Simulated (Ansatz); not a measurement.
Compare A (`C=C=C([SiH3])Cl`) with its isomer B (`[SiH3]C1=C(Cl)C1`).

Gas-phase electronic energies from Ansatz, PBE0-D4/def2-TZVP geometries. CCSD(T)/CBS is the MP2 limit (def2-TZVPP, def2-QZVPP) plus CCSD(T) − MP2 in def2-TZVPP, frozen cores. DFT in def2-TZVPP. B3LYP here is the variant with VWN-RPA as its local correlation; programs differ in this.

**Question.** Which is lower in electronic energy at CCSD(T)/CBS, and by how much? (An estimate is asked.)

**Answer.** Computed: A, by 16.2 kcal/mol.

**Question.** Give E(B) − E(A) in kcal/mol with B2PLYP, MP2/def2-TZVPP, r2SCAN-D4, PBE-D4, PBE0-D4, CCSD/def2-TZVPP, B3LYP. (Estimate.)

**Answer.** The calculation gave: B2PLYP 16.8, MP2/def2-TZVPP 12.5, r2SCAN-D4 15.8, PBE-D4 14.9, PBE0-D4 13.5, CCSD/def2-TZVPP 15.9, B3LYP 18.3. None reverses the order clearly.

Largest T1 diagnostic: 0.012.

In def2-TZVPP, CCSD(T) changes the Hartree–Fock value by −2.9 kcal/mol (the triples alone add −0.0 kcal/mol) and MP2 by −6.3 kcal/mol. From PBE to PBE0 (25 % exact exchange), in def2-TZVPP and without D4, E(B) − E(A) moves by −1.3 kcal/mol.
